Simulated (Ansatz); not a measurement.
O2P2, SMILES o1p2op12.

Geometry: B3LYP-D3(BJ)/def2-SVP.

Two levels are set side by side: PBE/def2-SVPD (Ansatz, a program for electronic structure) and PBE0/def2-SVPD (Ansatz). Energy differences of separate SCF runs at the same geometry; the states with an electron removed or added have multiplicity 2 and 2. Differences are taken from unrounded values.

```tsv
quantity	PBE0	PBE	PBE minus PBE0
vertical ionisation energy (eV)	8.02	8.12	0.10
vertical electron affinity (eV)	0.67	0.36	-0.30
vertical singlet–triplet gap (eV)	0.57	1.03	0.47
```
